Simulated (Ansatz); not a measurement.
# A relaxation, step by step

BHClF₃, singlet, PBE0-D4/def2-TZVP (Ansatz 0.2.0). Settings:

```yaml
hamiltonian: {xc: pbe0, dispersion: d4}
relax: {f_tol: 0.005, max_steps: 200}
```

Start, a step off a saddle point along its unstable mode:

```xyz
6
angstrom
B -0.5105 -0.2261 0.0364
Cl 1.6024 0.0952 -0.5508
F -1.1967 -0.1372 -1.1118
F -0.5078 -1.4058 0.6731
H 1.0219 0.8254 0.1922
F -0.4092 0.8484 0.7610
```

```
step  energy less the last (meV)  largest force component (eV/Å)
   1                      1099.2                           3.159
   2                       559.0                           1.424
   3                       219.8                           0.500
   4                        54.3                           0.393
   5                        54.1                           0.970
   6                         6.6                           0.163
   7                         2.7                           0.154
   8                         1.1                           0.109
   9                         0.6                           0.149
  10                         0.3                           0.110
  11                         0.1                           0.034
  12                         0.0                           0.004
```

Step 2, positions (Å) and forces (eV/Å):

| atom | x | y | z | Fx | Fy | Fz |
| --- | --- | --- | --- | --- | --- | --- |
| B1 | -0.574 | -0.235 | 0.054 | -1.342 | -1.424 | -0.494 |
| Cl2 | 1.649 | 0.068 | -0.588 | 1.304 | -0.875 | -1.125 |
| F3 | -1.196 | -0.152 | -1.122 | 0.328 | 0.035 | 0.534 |
| F4 | -0.507 | -1.420 | 0.662 | 0.031 | 0.581 | -0.235 |
| H5 | 1.097 | 0.874 | 0.198 | 0.265 | 1.140 | 0.708 |
| F6 | -0.469 | 0.865 | 0.796 | -0.587 | 0.543 | 0.613 |

Step 4, positions (Å) and forces (eV/Å):

| atom | x | y | z | Fx | Fy | Fz |
| --- | --- | --- | --- | --- | --- | --- |
| B1 | -0.815 | -0.294 | 0.106 | -0.158 | 0.325 | 0.292 |
| Cl2 | 1.925 | 0.126 | -0.654 | -0.050 | 0.241 | 0.191 |
| F3 | -1.295 | -0.200 | -1.109 | 0.016 | -0.018 | 0.010 |
| F4 | -0.611 | -1.461 | 0.664 | 0.002 | 0.007 | -0.025 |
| H5 | 1.458 | 1.016 | 0.159 | 0.263 | -0.163 | -0.217 |
| F6 | -0.662 | 0.813 | 0.834 | -0.074 | -0.393 | -0.251 |

Step 6, positions (Å) and forces (eV/Å):

```
atom       x       y       z      Fx      Fy      Fz
  B1  -0.920  -0.339   0.114  -0.145  -0.114  -0.025
 Cl2   1.971   0.166  -0.643   0.002   0.154   0.109
  F3  -1.396  -0.246  -1.107   0.094  -0.097   0.101
  F4  -0.710  -1.510   0.671  -0.002   0.080  -0.148
  H5   1.809   1.177   0.138   0.039  -0.163  -0.131
  F6  -0.753   0.753   0.826   0.013   0.140   0.094
```

Last step (12):

```json
{"atom": "B1", "x (Å)": "-0.9634", "y (Å)": "-0.3420", "z (Å)": "0.1289"}
{"atom": "Cl2", "x (Å)": "1.9810", "y (Å)": "0.1650", "z (Å)": "-0.6473"}
{"atom": "F3", "x (Å)": "-1.3895", "y (Å)": "-0.2567", "z (Å)": "-1.1083"}
{"atom": "F4", "x (Å)": "-0.7071", "y (Å)": "-1.5133", "z (Å)": "0.6597"}
{"atom": "H5", "x (Å)": "1.9441", "y (Å)": "1.2016", "z (Å)": "0.1037"}
{"atom": "F6", "x (Å)": "-0.8648", "y (Å)": "0.7453", "z (Å)": "0.8635"}
```

Hardware: 4 CPU threads of an Arm Neoverse V1, shared host. Wall time about 22 s.
